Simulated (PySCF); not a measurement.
C₆H₁₃N₃Si.
Numbering: `[CH3:1][c:2]1[n:3][n:4][n:5]([CH:6]([CH3:7])[CH3:8])[c:9]1[SiH3:10]`

Definitions: NICS(0) = −σiso at the ring centroid; NICS(1) = −σiso and NICS(1)zz = −σzz at ±1 Å along the ring normal z. Level: GIAO PBE0/pcSseg-1 (PySCF, non-relativistic, gas phase) on the GFN2-xTB geometry, one conformer.

Ring bond lengths (Å), with Mayer bond orders in brackets: C2–N3 1.344 (1.39), N3–N4 1.284 (1.44), N4–N5 1.323 (1.20), N5–C9 1.359 (1.09), C9–C2 1.394 (1.36).

Q: What do the NICS probes read (ppm)?

A: 
| ring | type | NICS(0) | NICS(1), two faces | NICS(1)zz, two faces | rms pucker (Å) | centre to ring atoms, mean (Å) |
| --- | --- | --- | --- | --- | --- | --- |
| C2–N3–N4–N5–C9 | 5-membered ring with 3 N; formal bonds all aromatic | -11.9 | -13.0 / -13.0 | -31.5 / -31.5 | 0.00 | 1.14 |

Q: What do they say, and how far can they be read as aromaticity?

A: 
- C2–N3–N4–N5–C9: mean NICS(1)zz -31.5 ppm, shielded. The ring is flat and has no four-coordinate atom; by the NICS criterion it is aromatic.

Q: How equal are the bonds by HOMA? Use HOMA with the parameters of Krygowski (1993).

A: 
- C2–N3–N4–N5–C9: HOMA 0.96; the largest term is that of N3–N4, α(R − Ropt)² = 0.08. The geometric and the magnetic index point the same way.

Q: What is the mean of the two in-plane components of NICS at the second NICS(1) probe listed for ring C2–N3–N4–N5–C9, 1 Å off the ring?

A: The isotropic value is a third of the trace: (3 × -13.0 − (-31.5))/2 = -3.8 ppm.

Q: Give the inner angles of the rings and the Hirshfeld charges of the ring atoms.

A: 
- C2–N3–N4–N5–C9: C2 108.2° (+0.016 e), N3 109.3° (-0.149 e), N4 108.8° (-0.065 e), N5 110.7° (+0.048 e), C9 103.0° (-0.091 e); sum 540.0° against 540° for a flat convex ring.

Q: What are the shieldings of the ring atoms and their hydrogens in the same run (means over atoms taken as equivalent)?

A: 
```
atoms                  environment  σ isotropic (ppm)  principal values of the symmetric part, first atom (ppm)
   C2  substituted aromatic carbon               32.4                                        -43.8, 29.4, 111.5
   N3       pyridine-type nitrogen             -120.4                                     -350.9, -175.2, 164.9
   N4       pyridine-type nitrogen             -137.6                                     -408.5, -136.6, 132.4
   N5        pyrrole-type nitrogen              -25.8                                        -180.0, 2.0, 100.6
   C9  substituted aromatic carbon               62.8                                         -5.9, 52.4, 141.9
```

The values belong to the conformer `[CH3:1][c:2]1[n:3][n:4][n:5]([CH:6]([CH3:7])[CH3:8])[c:9]1[SiH3:10]`: N4–N5–C6–C7 -61°.
